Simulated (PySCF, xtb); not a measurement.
W(O)2(Me)2 (C₂H₆O₂W), SMILES [CH3][W](=[O])([CH3])=[O], multiplicity 1.

Harmonic wavenumbers (cm⁻¹) from xtb 6.7.1 with GFN2-xTB at its own minimum, in rising order: 21, 85, 151, 164, 178, 187, 227, 415, 436, 503, 569, 590, 593, 823, 860, 1289, 1294, 1466, 1468, 1486, 1488, 2785, 2815, 2835, 2867, 2876, 2888.

**Question.** What does B3LYP-D3(BJ)/def2-SVP in PySCF give at its own minimum? (Estimate from the structure and the level; the computed values follow.)

**Answer.** 119, 123, 153, 181, 215, 220, 325, 513, 556, 608, 641, 669, 673, 995, 1029, 1208, 1216, 1390, 1400, 1404, 1410, 3004, 3007, 3099, 3101, 3118, 3118. Paired by order, the mean absolute difference is 113 cm⁻¹ and the zero-point energies are 44.8 and 47.9 kcal/mol.
